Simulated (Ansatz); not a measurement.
C$_{8}$H$_{24}$GeO$_{2}$Si$_{2}$ (`C[O][Ge]([O]C)([Si](C)(C)C)[Si](C)(C)C`). The species carries charge 0 and has multiplicity 1. The structure was optimised at the PBE0-D4/def2-TZVP level. It is one conformer, not always the lowest.

```xyz
37

C     0.145    0.779    3.077
O     0.891    0.479    1.926
Ge    0.052    0.428    0.330
O    -0.581    2.096    0.054
C     0.330    3.159   -0.049
Si    1.850   -0.142   -1.155
C     1.368    0.320   -2.910
C     3.411    0.750   -0.625
C     2.092   -2.000   -1.026
Si   -1.972   -0.863    0.383
C    -1.631   -2.503    1.229
C    -2.474   -1.157   -1.404
C    -3.308    0.097    1.279
H     0.835    0.896    3.917
H    -0.561   -0.025    3.332
H    -0.427    1.710    2.971
H     0.933    3.100   -0.966
H    -0.233    4.096   -0.079
H     1.019    3.201    0.805
H     2.161    0.047   -3.613
H     1.191    1.394   -3.002
H     0.455   -0.195   -3.217
H     3.612    0.565    0.433
H     3.317    1.829   -0.763
H     4.272    0.406   -1.206
H     2.916   -2.329   -1.665
H     2.324   -2.293    0.001
H     1.194   -2.541   -1.336
H    -0.847   -3.061    0.710
H    -2.531   -3.125    1.245
H    -1.305   -2.357    2.262
H    -2.628   -0.209   -1.926
H    -1.710   -1.720   -1.945
H    -3.407   -1.726   -1.455
H    -4.272   -0.415    1.203
H    -3.411    1.095    0.847
H    -3.069    0.215    2.338
```

Task: What is the dipole moment at ωB97M-V/def2-TZVPP? (Estimate.)

Result: Ansatz gave: 1.31 D, with components (-0.12, -1.03, -0.80) D in this frame, pointing from negative to positive charge.

Task: And with PBE, r2SCAN, B3LYP? (An estimate is asked.)

Result: Computed: PBE 1.26 D, r2SCAN 1.30 D, B3LYP 1.27 D.

Task: Give the Mulliken charges with ωB97M-V, B3LYP, r2SCAN in def2-TZVPP. (An estimate is asked.)

Result: The calculation gave: 
```json
{"atom": "C1", "ωB97M-V": "-0.19", "B3LYP": "-0.13", "r2SCAN": "0.01"}
{"atom": "O2", "ωB97M-V": "-0.41", "B3LYP": "-0.45", "r2SCAN": "-0.43"}
{"atom": "Ge3", "ωB97M-V": "0.35", "B3LYP": "0.56", "r2SCAN": "0.50"}
{"atom": "O4", "ωB97M-V": "-0.41", "B3LYP": "-0.45", "r2SCAN": "-0.43"}
{"atom": "C5", "ωB97M-V": "-0.19", "B3LYP": "-0.13", "r2SCAN": "0.01"}
{"atom": "Si6", "ωB97M-V": "0.32", "B3LYP": "0.32", "r2SCAN": "0.27"}
{"atom": "C7", "ωB97M-V": "-0.41", "B3LYP": "-0.37", "r2SCAN": "-0.28"}
{"atom": "C8", "ωB97M-V": "-0.42", "B3LYP": "-0.38", "r2SCAN": "-0.30"}
{"atom": "C9", "ωB97M-V": "-0.46", "B3LYP": "-0.41", "r2SCAN": "-0.32"}
{"atom": "Si10", "ωB97M-V": "0.32", "B3LYP": "0.32", "r2SCAN": "0.27"}
{"atom": "C11", "ωB97M-V": "-0.41", "B3LYP": "-0.37", "r2SCAN": "-0.28"}
{"atom": "C12", "ωB97M-V": "-0.46", "B3LYP": "-0.41", "r2SCAN": "-0.32"}
{"atom": "C13", "ωB97M-V": "-0.42", "B3LYP": "-0.38", "r2SCAN": "-0.30"}
{"atom": "H14", "ωB97M-V": "0.12", "B3LYP": "0.10", "r2SCAN": "0.05"}
{"atom": "H15", "ωB97M-V": "0.08", "B3LYP": "0.07", "r2SCAN": "0.03"}
{"atom": "H16", "ωB97M-V": "0.12", "B3LYP": "0.10", "r2SCAN": "0.06"}
{"atom": "H17", "ωB97M-V": "0.08", "B3LYP": "0.07", "r2SCAN": "0.03"}
{"atom": "H18", "ωB97M-V": "0.12", "B3LYP": "0.10", "r2SCAN": "0.05"}
{"atom": "H19", "ωB97M-V": "0.12", "B3LYP": "0.10", "r2SCAN": "0.06"}
{"atom": "H20", "ωB97M-V": "0.12", "B3LYP": "0.09", "r2SCAN": "0.07"}
{"atom": "H21", "ωB97M-V": "0.12", "B3LYP": "0.10", "r2SCAN": "0.08"}
{"atom": "H22", "ωB97M-V": "0.12", "B3LYP": "0.10", "r2SCAN": "0.07"}
{"atom": "H23", "ωB97M-V": "0.13", "B3LYP": "0.11", "r2SCAN": "0.09"}
{"atom": "H24", "ωB97M-V": "0.11", "B3LYP": "0.09", "r2SCAN": "0.07"}
{"atom": "H25", "ωB97M-V": "0.12", "B3LYP": "0.09", "r2SCAN": "0.07"}
{"atom": "H26", "ωB97M-V": "0.12", "B3LYP": "0.09", "r2SCAN": "0.07"}
{"atom": "H27", "ωB97M-V": "0.13", "B3LYP": "0.11", "r2SCAN": "0.08"}
{"atom": "H28", "ωB97M-V": "0.11", "B3LYP": "0.09", "r2SCAN": "0.06"}
{"atom": "H29", "ωB97M-V": "0.12", "B3LYP": "0.10", "r2SCAN": "0.07"}
{"atom": "H30", "ωB97M-V": "0.12", "B3LYP": "0.09", "r2SCAN": "0.07"}
{"atom": "H31", "ωB97M-V": "0.12", "B3LYP": "0.10", "r2SCAN": "0.08"}
{"atom": "H32", "ωB97M-V": "0.13", "B3LYP": "0.11", "r2SCAN": "0.08"}
{"atom": "H33", "ωB97M-V": "0.11", "B3LYP": "0.09", "r2SCAN": "0.06"}
{"atom": "H34", "ωB97M-V": "0.12", "B3LYP": "0.09", "r2SCAN": "0.07"}
{"atom": "H35", "ωB97M-V": "0.12", "B3LYP": "0.09", "r2SCAN": "0.07"}
{"atom": "H36", "ωB97M-V": "0.13", "B3LYP": "0.11", "r2SCAN": "0.09"}
{"atom": "H37", "ωB97M-V": "0.11", "B3LYP": "0.09", "r2SCAN": "0.07"}
```

B3LYP here is the variant with VWN-RPA as its local correlation; programs differ in this.
